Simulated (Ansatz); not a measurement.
Cartesian coordinates (Å):
```xyz
4

C     -0.7629     0.0563     0.3778
C      0.5042     0.0162     0.0833
O      1.5901     0.0311    -0.3833
H     -1.3314    -0.1036     1.2837
```
Charge 0, spin multiplicity 2.

These are frozen-core CCSD(T)/cc-pVTZ // PBE-D3(BJ)/def2-TZVP (Ansatz, an electronic-structure program) values and carry that method's errors.

```yaml
HF energy: -151.13798 Ha
MP2 correlation energy: -0.50377 Ha
```

Problem. Estimate the CCSD correlation energy, the (T) correction, the total energy and the T1 diagnostic.

Solution. 
```
Item                             Value
-----------------------  -------------
CCSD correlation energy    -0.51625 Ha
(T) correction             -0.02660 Ha
CCSD(T) total energy     -151.68083 Ha
T1 diagnostic                    0.025
```
